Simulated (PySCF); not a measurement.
Static response to an electric field

Compound: C3H5F3O2Si.
Numbering: `[O:1]=[C:2]([CH2:3][C:4]([F:5])([F:6])[F:7])[O:8][SiH3:9]` (hydrogens: H10, H11 on C3; H12, H13, H14 on Si9)

Cartesian coordinates in Å at the PBE0-D3(BJ)/def2-SVP level; atoms count from 1:
```xyz
14
C3H5F3O2Si angstrom
O      0.5158   -1.8677   -0.3123
C      0.0722   -0.7936    0.0005
C     -1.4054   -0.5193    0.1400
C     -1.8636    0.8605   -0.2701
F     -1.4147    1.1815   -1.4868
F     -3.1996    0.9005   -0.3105
F     -1.4620    1.8041    0.5769
O      0.8443    0.2491    0.2910
Si     2.5514    0.0368    0.1699
H     -1.9457   -1.2641   -0.4572
H     -1.6871   -0.6684    1.1942
H      3.0744    1.3815    0.5193
H      2.9969   -0.9796    1.1573
H      2.9152   -0.3364   -1.2206
```

Level: CAM-B3LYP/def2-SVPD (PySCF), static field, nuclei fixed, core orbitals frozen in the response. The polarisability tensor in these axes (au):

```
x   80.53  0.35  0.89
y    0.35 69.89  1.81
z    0.89  1.81 60.88
```

What are the eigenvalues, a third of the trace, and Δα (Δα² = ½Σ(αi − αj)² over the three pairs)?

Principal values 60.50, 70.22 and 80.59 au; mean 70.44 au = 10.44 Å³ = 11.61 × 10⁻⁴⁰ C²·m²/J; Δα = 17.40 au (25 % of the mean).

What is the dipole moment, and where does it point?

(0.75, -0.24, 1.11) D, 1.36 D in size, pointing from the negative to the positive side. Measured along this direction, the outermost atoms are F5 and F6 at the negative end and H13 at the positive end.

Find the Langevin capture rate constant for H3O+ (19.018 u) meeting this molecule (158.001 u), k = 2.342 × 10⁻⁹ cm³/s × √(α in Å³ / reduced mass in u).

The reduced mass is 16.98 u, so k = 1.84 × 10⁻⁹ cm³/s. The formula leaves out the permanent dipole, which adds to the capture rate.

In a dilute gas of rigid molecules at 298 K, how does the orientational term μ²/3kT compare with the electronic polarisability?

In Gaussian units μ²/3kT = 15.02 Å³ against 10.44 Å³, a ratio of 1.44; the Debye molar polarisation (4π/3)N_A(α + μ²/3kT) is 64.2 cm³/mol, leaving out the vibrational part.

Along which axes do the principal values lie, and how far do the nuclei extend along each?

Largest value along (1.00, 0.04, 0.05), where the nuclei span 6.32 Å; middle along (-0.05, 0.98, 0.19), 3.87 Å; least along (-0.04, -0.19, 0.98), 2.99 Å. The response follows the extents in order.

The structure is a single PBE0-D3(BJ)/def2-SVP conformer in the gas phase; no vibrational or solvent corrections.
